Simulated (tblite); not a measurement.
Q: Write Cartesian coordinates for `OC1=CC2=C(C=[C]1)SN=C2` [radical] as optimised with GFN2-xTB. (Doublet state.)

A: 
```xyz
14
C7H4NOS angstrom
O      2.9145   -0.7745   -0.0241
C      1.6784   -0.2187    0.0304
C      1.4534    1.1265    0.2843
C      0.2571    1.7508    0.3533
C     -0.8589    0.9325    0.1457
S     -2.5543    1.3222    0.1498
N     -3.0055   -0.2207   -0.1773
C     -1.9956   -1.0252   -0.2925
C     -0.7059   -0.4456   -0.1200
C      0.5651   -1.0203   -0.1778
H      3.5817   -0.0976    0.1412
H      0.1490    2.8047    0.5521
H     -2.1818   -2.0633   -0.5083
H      0.7022   -2.0711   -0.3790
```

Orientation and origin are arbitrary. Atoms count from 1 in this order. C2 (carbon bonded to 2 C and O) is planar (angles 123.5°, 119.2° and 117.2°, sum 360.0°, 0.00 Å off the plane of its three neighbours). C9 (carbon bonded to 3 C) is planar (angles 130.7°, 120.5° and 108.8°, sum 360.0°, 0.00 Å off the plane of its three neighbours). The 5-membered ring C5–S6–N7–C8–C9 has internal angles of 93.3° to 116.2°; it is planar, 0.00 Å rms from its mean plane, widest ring torsion 0°. C5 (carbon bonded to 2 C and S) is planar (angles 130.2°, 120.8° and 108.9°, sum 360.0°, 0.00 Å off the plane of its three neighbours).

Bonds between heavy atoms (Å): O1–C2 1.356, C2–C3 1.387, C3–C4 1.351, C4–C5 1.399, C5–S6 1.740, S6–N7 1.641, N7–C8 1.296, C8–C9 1.424, C9–C10 1.396, C2–C10 1.388, C5–C9 1.412.

Computed geometry: GFN2-xTB, gas phase. This method treats the open shell by occupation alone, without spin polarisation.

Point group: Cs (every atom within 0.08 Å of its image). Its GFN2-xTB frequencies are all real (lowest 112 cm⁻¹). Torsions: H–O1–C2–C3 0°.

One conformer stands for the species.
